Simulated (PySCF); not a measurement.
NICS in rings of unrelated molecules.

NICS = −σ at a ghost point: NICS(0) at the centroid of the ring atoms, NICS(1) 1 Å to either side along the normal of their mean plane, zz for the tensor component along that normal. Level: GIAO PBE0/pcSseg-1 (PySCF, non-relativistic, gas phase) on the GFN2-xTB geometries, one conformer each. Atom numbers follow the mapped SMILES.

Question: Order these rings by mean NICS(1)zz, lowest (most negative) first (ppm).
A. ring Si3–C4–C5 in `[CH2:1]=[CH:2][SiH:3]1[CH2:4][CH2:5]1`
B. ring C3–C4–C5–C6–O8–C9 in `[N:1]#[C:2][c:3]1[cH:4][cH:5][c:6](=[O:7])[o:8][cH:9]1`
C. ring C6–C7–C8 in `[F:1][C:2]([F:3])([F:4])/[CH:5]=[C:6]1[CH:7]=[C:8]/1[Cl:9]`

Answer: A (-16.1), C (-11.5), B (-6.3).

| SMILES | ring | NICS(0) | NICS(1) | NICS(1)zz | HOMA | rms pucker (Å) | ring atoms with four or more neighbours |
| --- | --- | --- | --- | --- | --- | --- | --- |
| C=C[SiH]1CC1 | 3-membered ring with Si; formal bonds all single | -26.0 | -7.4 | -16.1 | – | 0.00 | 3 |
| FC(F)(F)/C=C1C=C/1Cl | 3-membered carbocycle; formal bonds 1 double, 2 single | -24.9 | -8.1 | -11.5 | 0.19 | 0.00 | 0 |
| N#Cc1ccc(=O)oc1 | 6-membered ring with O; bonds drawn aromatic by RDKit's count | -1.4 | -4.1 | -6.3 | 0.11 | 0.00 | 0 |

NICS(0) gives the same order. The isotropic NICS(1) gives another order. HOMA uses Krygowski's 1993 parameters; it is left out where a ring has a four-coordinate atom, a triple bond, no multiple bond or a kind of bond without parameters. NICS(1) and NICS(1)zz are means over the two faces.
